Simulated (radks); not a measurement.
The mean radii <r> (bohr) of the occupied orbitals of an atom or ion are listed with their occupations. All-electron calculation, non-relativistic Kohn-Sham, PBEsol, spin-polarised, spherical densities, point nucleus. Program: a radial shooting solver on a logarithmic mesh with Libxc functionals.

orbital  occ.      <r>
1s up       1  0.07366
1s down     1  0.07366
2s up       1   0.3465
2s down     1   0.3464
2p up       3   0.3089
2p down     3   0.3087
3s up       1    1.083
3s down     1    1.081
3p up       3    1.172
3p down     3    1.168
3d up       1    1.704
4s up       1    3.354
5d up       1    18.33

Name the element and its charge. Open shells, if any, are filled with parallel spins first.

Answer. Z = 21, scandium, charge 0: Sc in [Ar] 3d1 4s1 5d1. The 1s radius gives Z: for a bare nucleus <r> = 1.5/Z, 0.07143 bohr for Z = 21, and screening makes it slightly larger (0.07366 here). The occupations add up to 21, and the charge is Z minus that.
